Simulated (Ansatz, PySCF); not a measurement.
C3H4Si, SMILES `C#C[Si]C` (lower singlet) (charge 0, multiplicity 1). This singlet lies 1.14 eV below the relaxed triplet at the level B3LYP-D3(BJ)/def2-TZVP (PySCF).

Cartesian coordinates (Å):
```xyz
8

C      2.3323    -0.0205    -0.7168
C      1.2982    -0.3231    -0.1590
Si    -0.1418    -0.9270     0.8250
C     -1.4870     0.0931    -0.0537
H      3.2359     0.2492    -1.2101
H     -1.2598     1.1617     0.0228
H     -2.4783    -0.0900     0.3617
H     -1.4994    -0.1434    -1.1231
```
Charge 0, multiplicity 1.

Frozen-core energies in 6-31g from Ansatz (a quantum-chemistry and plane-wave program) at a geometry from B3LYP-D3(BJ)/def2-TZVP; the HF reference has <S^2> = 0.00 (restricted, and unstable towards unrestricted orbitals) and the T1 diagnostic is 0.013.

```tsv
level	energy (Ha)
HF	-404.67922
MP2	-404.98984
CCSD	-405.02354
CCSD(T)	-405.03475
```

### Question
Estimate the energies of CCSDT and CCSDT(Q), and give each level's difference from CCSDT(Q).

### Answer

```json
[
 {"level": "MP2", "energy (Ha)": "-404.98984", "difference from CCSDT(Q) (mHa)": "46.83"},
 {"level": "CCSD", "energy (Ha)": "-405.02354", "difference from CCSDT(Q) (mHa)": "13.13"},
 {"level": "CCSD(T)", "energy (Ha)": "-405.03475", "difference from CCSDT(Q) (mHa)": "1.92"},
 {"level": "CCSDT", "energy (Ha)": "-405.03531", "difference from CCSDT(Q) (mHa)": "1.36"},
 {"level": "CCSDT(Q)", "energy (Ha)": "-405.03667", "difference from CCSDT(Q) (mHa)": "0.00"}
]
```
